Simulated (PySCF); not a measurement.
SiHClBr₂, SMILES Cl[SiH](Br)Br.

Geometry: B3LYP-D3(BJ)/def2-SVP.

Calculation: PBE/def2-TZVP (PySCF).

Symmetry labels are those of the subgroup Cs that the program uses (full group Cs).

Question: List the valence orbital energies around the gap with their symmetry. (An estimate is asked for; the answer gives what the named calculation found.)

Answer: 
| orbital | symmetry | energy (eV) |
|---|---|---|
| HOMO−7 | A' | -10.22 |
| HOMO−6 | A" | -10.12 |
| HOMO−5 | A" | -8.52 |
| HOMO−4 | A' | -8.40 |
| HOMO−3 | A' | -8.00 |
| HOMO−2 | A' | -7.74 |
| HOMO−1 | A" | -7.69 |
| HOMO | A" | -7.44 |
| LUMO | A' | -1.95 |
| LUMO+1 | A" | -1.01 |
| LUMO+2 | A' | -0.94 |
| LUMO+3 | A' | 0.21 |
